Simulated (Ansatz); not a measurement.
The cluster Ta₅Si₃⁺. The state is a singlet with charge 1. Geometry PBE-D4/def2-SVP; atoms count from 1.

```xyz
8

Ta    0.858    1.984    1.673
Ta   -0.385   -0.254    1.537
Ta    0.884    1.714   -0.858
Ta   -1.392    1.991    0.249
Ta    1.838   -0.470    0.447
Si   -0.656   -0.236   -1.073
Si   -1.245   -2.364   -1.924
Si    0.097   -2.364   -0.051
```

In the def2 sets Ta takes a core potential; there is no spin–orbit coupling. No other spin state of charge 1 was run. Another isomer (singlet) lies 1.27 eV lower at PBE0-D4/def2-TZVP; other spin states weren't run for this one.

**Question.** Estimate the Mulliken populations from the PBE0/def2-TZVP orbitals of Ansatz.

**Answer.** 
| atom | charge (e) | d electrons |
| --- | --- | --- |
| Ta1 | 0.20 | 3.57 |
| Ta2 | 0.26 | 3.55 |
| Ta3 | 0.26 | 3.56 |
| Ta4 | 0.25 | 3.50 |
| Ta5 | 0.31 | 3.44 |
| Si6 | -0.16 | – |
| Si7 | 0.07 | – |
| Si8 | -0.20 | – |
Mulliken values and Mayer orders depend strongly on the basis.

**Question.** And the Mayer bond orders between bonded heavy atoms (over 0.3)?

**Answer.** Ta1–Ta2 1.39 (2.56 Å); Ta1–Ta3 1.58 (2.55 Å); Ta1–Ta4 1.59 (2.66 Å); Ta1–Ta5 0.99 (2.91 Å); Ta2–Ta4 1.08 (2.78 Å); Ta2–Ta5 1.84 (2.49 Å); Ta2–Si6 0.60 (2.62 Å); Ta2–Si8 0.64 (2.68 Å); Ta3–Ta4 1.72 (2.55 Å); Ta3–Ta5 1.21 (2.72 Å); Ta3–Si6 0.85 (2.49 Å); Ta4–Si6 0.68 (2.69 Å); Ta5–Si6 0.38 (2.93 Å); Ta5–Si8 0.86 (2.62 Å); Si6–Si7 0.91 (2.37 Å); Si6–Si8 0.57 (2.48 Å); Si7–Si8 1.18 (2.30 Å).
